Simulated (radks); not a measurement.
Results of a calculation; reference values are marked as such.
Valence configurations of Sb3+ (all share [Kr]). Code: a radial shooting solver on a logarithmic mesh with Libxc functionals. Model: scalar-relativistic Kohn-Sham, PBE, spin-polarised, spherical densities, finite nucleus; open shells are filled with parallel spins first (spin-orbit coupling, left out, can overturn this in heavy ions); Fermi nuclear charge, rms radius 4.6802 fm. Energies are relative to 4d10 5s2; eigenvalues in eV for spin up.

| valence | E (eV) | moment (Bohr magnetons) | e(4d) | e(5p) | e(5s) |
|---|---|---|---|---|---|
| 4d10 5s2 | 0.000 | 0 | -62.777 | - | -38.905 |
| 4d8 5s2 5p2 | 74.731 | 4 | -77.356 | -34.158 | -45.492 |
| 4d9 5s2 5p1 | 35.615 | 2 | -70.107 | -31.655 | -42.350 |
| 4d8 5p4 | 97.488 | 4 | -79.757 | -35.337 | - |
| 4d8.5 5s2 5p1.5 | 54.729 | 3 | -73.739 | -32.938 | -43.953 |
| 4d9 5s1 5p2 | 44.139 | 4 | -71.416 | -32.964 | -43.809 |
| 4d10 5s1 5p1 | 9.060 | 2 | -64.263 | -30.457 | -40.646 |
| 4d10 5p2 | 19.276 | 2 | -65.519 | -31.144 | - |
| 4d9.5 5s2 5p0.5 | 17.378 | 1 | -66.455 | -30.299 | -40.669 |
| 4d9.5 5s1 5p1.5 | 26.157 | 3 | -67.846 | -31.742 | -42.260 |

NIST lists [Kr] 4d10 5s2 as the ground configuration; this level of theory agrees among the configurations tried. The energies are those of spherical high-spin densities, not of single terms.
